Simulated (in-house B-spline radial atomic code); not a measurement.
Sr IV (Sr3+) is squeezed into an impenetrable sphere of radius R (the orbitals vanish at R). No spin polarisation. Computed with a B-spline radial code for spherical atoms: non-relativistic LDA VWN5, spherical fractional occupations, point nucleus.

Energies in eV above the free ion in [Ar] 3d10 4s2 4p5:

```tsv
R (bohr)	highest level (eV)	[Ar] 3d10 4s2 4p5	[Ar] 3d10 4s1 4p5 4d1	[Ar] 3d10 4s2 4p4 4d1	-dE/dV in [Ar] 3d10 4s2 4p5 (GPa)
7.44	-50.2	0	43	25.42	2.93e-05
6.57	-50.2	0.0001062	43	25.43	0.000714
5.23	-50.2	0.008894	43.09	25.52	0.0904
3.94	-49.8	0.5079	44.37	26.79	8.51
3.48	-49	1.997	46.87	29.21	41.6
3.07	-47.1	6.537	53.21	35.28	170
2.76	-43.9	15.72	64.75	46.32	499
2.11	-23.4	96.39	155.7	134.3	5220
1.67	24.8	340.4	412.9	386.7	31200
1.29	156	1128	1209	1177	197000
```

Question: Does [Ar] 3d10 4s1 4p5 4d1 fall below [Ar] 3d10 4s2 4p5 under compression?

Answer: No, it stays above over the whole range.

Question: Does [Ar] 3d10 4s2 4p4 4d1 fall below [Ar] 3d10 4s2 4p5 under compression?

Answer: No, it stays above over the whole range.

The highest level is first positive in the row R = 1.67 bohr, pushed up by confinement above the zero of the free ion's potential. Each configuration is held fixed and needn't be the lowest in the sphere.
